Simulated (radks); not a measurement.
Problem. The mean radii <r> (bohr) of the occupied orbitals of an atom or ion are listed with their occupations. Calculated with a radial shooting solver on a logarithmic mesh with Libxc functionals: scalar-relativistic Kohn-Sham, SCAN, spin-polarised, spherical densities, finite nucleus; meta-GGA in the generalised Kohn-Sham scheme; Fermi nuclear charge, rms radius of each element as measured or else 0.836 A^(1/3) + 0.57 fm.

orbital  occ.      <r>
1s up       1  0.02220
1s down     1  0.02220
2s up       1  0.09012

Name the element and its charge. Open shells, if any, are filled with parallel spins first.

Solution. Z = 63, europium, charge +60: Eu60+ in [He] 2s1. The 1s radius gives Z: for a bare nucleus <r> = (2 gamma + 1)/(2Z) with gamma = sqrt(1 - (Z/c)^2), 0.02203 bohr for Z = 63, and screening makes it slightly larger (0.02220 here). The occupations add up to 3, and the charge is Z minus that.
